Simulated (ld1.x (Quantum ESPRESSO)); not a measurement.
**Before and after: PAW potential for zinc**

* Element: zinc
* Generator: ld1.x (Quantum ESPRESSO) 7.5
* Type: PAW
* Functional: PBEsol
* Relativity: scalar-relativistic
* Frozen core: [Ar]
* Valence charge: 12
* Reference configuration: 3d10 4s1 4p1
* Partial waves: 4s (bound): rcut 1.45, rcutus 2.00 bohr; 4s channel at 0.1 Ry: rcut 1.45, rcutus 2.00 bohr; 4p (bound): rcut 2.60, rcutus 2.85 bohr; 4p channel at 2.6 Ry: rcut 2.60, rcutus 2.85 bohr; 3d (bound): rcut 0.70, rcutus 0.85 bohr; 3d channel at 2.65 Ry: rcut 0.70, rcutus 0.85 bohr
* Local potential: all-electron potential smoothed inside 0.80 bohr (lloc = -1)
* Core correction: Bessel-smoothed model core inside 0.90 bohr
* Augmentation charge: BESSEL, radius 0.70 bohr

Change: waves 4s (bound): rcut 1.45, rcutus 3.06 bohr; 4s channel at 0.1 Ry: rcut 1.45, rcutus 3.06 bohr.

Cutoffs: the cutoffs (Ry, on a coarse ladder) from which the occupation-weighted sum of valence levels, in a spherical-Bessel basis at the reference potential, stays within 10 and 1 mRy of its value at 400 Ry; they do not see the model core or the augmentation charge, which bear on the density cutoff. Errors are all-electron minus pseudo energies relative to the spin-unpolarised reference configuration.

Task: What does the change do?

Result: The bound ghosts move from p, s to p; the number of tests that count goes from 6 to 0 (the test run of the changed file stopped, so its transferability is not established).

```tsv
quantity	base	changed
cutoffs, loose and tight	200 Ry, over 300 Ry	not determined
bound ghosts	s, p	p (s not tested, overlap not positive)
tests counted (converged, no solver errors)	6 of 7	0 of 7 (the test run stopped)
lowest overlap eigenvalue by channel	s 0.05, p 0.07, d 0.90	s -0.83, p 0.07, d 0.90
```

Base: Tests not counted: 3d9 4s2 4p1 (solver errors, printed error -3.1 eV). Changed file: the overlap operator is not positive definite in a basis up to 400 Ry (lowest eigenvalue s -0.83), so the file is unfit for use: the generalised eigenproblem breaks down once the basis is large enough, and its test numbers describe a broken file. A true bound ghost makes a file unfit for plane-wave use even where its test errors are small: the radial tests pick states by their node count and pass the ghost by. Where a test does run into it, the solver fails or the error is huge.
